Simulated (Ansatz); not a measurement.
Reactions of AlH₈NSi₂ (`N[SiH]([AlH2])[SiH3]`).

Computed with Ansatz on PBE0-D4/def2-TZVP structures; ΔE is electronic, products minus reactants. CCSD(T)/CBS adds triple-zeta CCSD(T) − MP2 to the extrapolated MP2 energy (def2 sets, frozen cores). This one scheme is used for every species. Functionals use def2-TZVPP. B3LYP here is the variant with VWN-RPA as its local correlation; programs differ in this. One conformer a species, not always the lowest.

```csv
reaction,B3LYP-D4 (kJ/mol)
`N[SiH]([AlH2])[SiH3]` + `CBF` → `N[SiH]([SiH3])BF` + `[CH3][AlH2]`,36
`N[SiH]([AlH2])[SiH3]` + HCl → `[AlH2][SiH]([SiH3])Cl` + NH₃,-66
`N[SiH]([AlH2])[SiH3]` + `[SiH3]SS` → `[AlH2][S][SiH3]` + `N[SiH]([SiH3])S`,-233
`N[SiH]([AlH2])[SiH3]` → `N[SiH2][AlH2]` + `[SiH2]`,233
```

**Question.** Give the CCSD(T)/CBS values in the same order. (Estimate.)

**Answer.** The calculation gave: 37, -67, -244, 235 kJ/mol.

Largest T1 diagnostic: 0.014, for `[SiH2]`.
